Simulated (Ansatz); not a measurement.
Basis-set extrapolation for C$_{2}$H$_{6}$OSi$_{2}$, SMILES `C[SiH]1[SiH2]C1=O` (PBE0-D4/def2-TZVP geometry, frozen core, Ansatz 0.2.0). Multiplicity 1, RHF reference.

|  | def2-TZVPP | def2-QZVPP |
| --- | --- | --- |
| HF | -731.940700 | -731.965407 |
| MP2 correlation | -0.799894 | -0.856607 |
| CCSD(T) correlation | -0.887605 | not run |

Energies in hartree. Use E(X) = E(∞) + A·exp(−7.88·√X) for Hartree–Fock and E(X) = E(∞) + B·X^(−2.97) for correlation, with X = 3 and 4, and add CCSD(T) minus MP2 of the smaller set to the MP2 limit.

Task: What is the CCSD(T) energy at the basis-set limit?

Result: HF limit: -731.965407 + (-0.024707) × 0.13774 = -731.96881. MP2 limit: -0.856607 + (-0.056713) × 0.74074 = -0.89862. Higher-order term: -0.887605 − (-0.799894) = -0.08771. Total: -732.95514 hartree, 333.0 kJ/mol below CCSD(T)/def2-TZVPP.
